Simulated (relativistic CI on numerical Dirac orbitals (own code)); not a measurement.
**d1 to d9 in one tetrahedral field**

Computed with a parametric ligand-field model without spin-orbit coupling, by exact diagonalisation: B = 680, C = 3100, 10Dq = -5500 cm⁻¹ (Td; |10Dq|/B = 8.1) for every shell. Energies in cm⁻¹; the field energy is (0.6 n_e − 0.4 n_t2) × 10Dq of the ground term; g labels are left out.

| Shell | Ground term | Electrons in e | Field energy | First spin-allowed bands | Lowest term of other spin |
| --- | --- | --- | --- | --- | --- |
| d1 | 2E | 1.000 | -3300 | 2T2 5500 |  |
| d2 | 3A2 | 2.000 | -6600 | 3T2 5500, 3T1 9258 | 1E 11183 |
| d3 | 4T1 | 1.909 | -3901 | 4T2 4749, 4A2 10249 | 2E 8754 |
| d4 | 5T2 | 2.000 | -2200 | 5E 5500 | 3T1 11442 |
| d5 | 6A1 | 2.000 | 0 | none | 4T1 18801 |
| d6 | ? | ? | ? | ? | ? |
| d7 | 4A2 | 4.000 | -6600 | 4T2 5500, 4T1 9258 | 2E 13747 |
| d8 | 3T1 | 3.909 | -3901 | 3T2 4749, 3A2 10249 | 1T2 10609 |
| d9 | 2T2 | 4.000 | -2200 | 2E 5500 |  |

(1) Fill in the row of d6.

Results:

(1) Ground term: 5E; Electrons in e: 3.000; Field energy: -3300; First spin-allowed bands: 5T2 5500; Lowest term of other spin: 3T1 11892. Every shell keeps the spin of the free ion. Tetrahedral fields of 3d complexes are almost always too weak to pair spins. High-spin d^(n+5) repeats the spin-allowed bands of d^n, since the half-filled shell is spherical.
